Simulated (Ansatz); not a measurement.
Steps of a relaxation of BrCu, SMILES `[Cu][Br]` with RKS PBE0-D4/def2-TZVP.

```sh
$ ansatz run in.yaml --threads 2 --pin off --events-out ev --progress --plain --max-ram 20480MiB --backend cpu
```

```yaml
crystal:
  periodic: [false, false, false]
  atoms:
    - {symbol: Cu, position_ang: [0.950261, -0.362123, 0.473514]}
    - {symbol: Br, position_ang: [-0.920761, 0.301923, -0.469414]}
basis:
  gaussian: {orbitals: def2-TZVP}
hamiltonian: {xc: pbe0, dispersion: d4}
relax: {f_tol: 0.005, max_steps: 150}
```

Positions (Å) and forces (eV/Å) along the path, 3 of 3 steps:

```xyz
2
step=1 energy=-114673.6478 eV
Cu    0.950   -0.362    0.474    0.097   -0.034    0.049
Br   -0.921    0.302   -0.469   -0.097    0.034   -0.049
2
step=2 energy=-114673.6483 eV
Cu    0.953   -0.363    0.475    0.032   -0.011    0.016
Br   -0.924    0.303   -0.471   -0.032    0.011   -0.016
2
step=3 energy=-114673.6484 eV
Cu    0.954   -0.364    0.476    0.000    0.000    0.000
Br   -0.925    0.303   -0.471    0.000    0.000    0.000
```

Run time 8.5 s (2 threads of an AMD EPYC 7R13 on a shared host); peak host memory 0.22 GiB.
